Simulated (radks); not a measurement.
Question: Ir XXXIII, 45 electrons, occupied as [Kr] 4d9. Method: Dirac Kohn-Sham, PBE, spin-unpolarised, spherical densities, point nucleus; open shells are shared between the two j in proportion to 2j + 1; computed with a radial shooting solver on a logarithmic mesh with Libxc functionals. Some entries of the table are withheld. Estimate them.

| orbital | occ. | eigenvalue (Ry) | <r> (bohr) |
|---|---|---|---|
| 1s1/2 | 2 | (1) | (2) |
| 2s1/2 | 2 | -1066.180 | 0.07297 |
| 2p1/2 | 2 | -1024.799 | 0.06019 |
| 2p3/2 | 4 | -905.2527 | 0.06851 |
| 3s1/2 | 2 | -317.7465 | 0.1890 |
| 3p1/2 | 2 | (3) | 0.1792 |
| 3p3/2 | 4 | (4) | 0.1941 |
| 3d3/2 | 4 | -242.5719 | (5) |
| 3d5/2 | 6 | -236.8608 | (6) |
| 4s1/2 | 2 | -129.6704 | 0.3963 |
| 4p1/2 | 2 | -121.8075 | 0.3949 |
| 4p3/2 | 4 | -114.2108 | 0.4195 |
| 4d3/2 | 3.6 | (7) | (8) |
| 4d5/2 | 5.4 | (9) | (10) |

Answer: 
(1) 1s1/2 eigenvalue (Ry): -5676.367
(2) 1s1/2 <r> (bohr): 0.01743
(3) 3p1/2 eigenvalue (Ry): -299.4148
(4) 3p3/2 eigenvalue (Ry): -272.9413
(5) 3d3/2 <r> (bohr): 0.1694
(6) 3d5/2 <r> (bohr): 0.1739
(7) 4d3/2 eigenvalue (Ry): -101.4286
(8) 4d3/2 <r> (bohr): 0.4126
(9) 4d5/2 eigenvalue (Ry): -99.85871
(10) 4d5/2 <r> (bohr): 0.4197
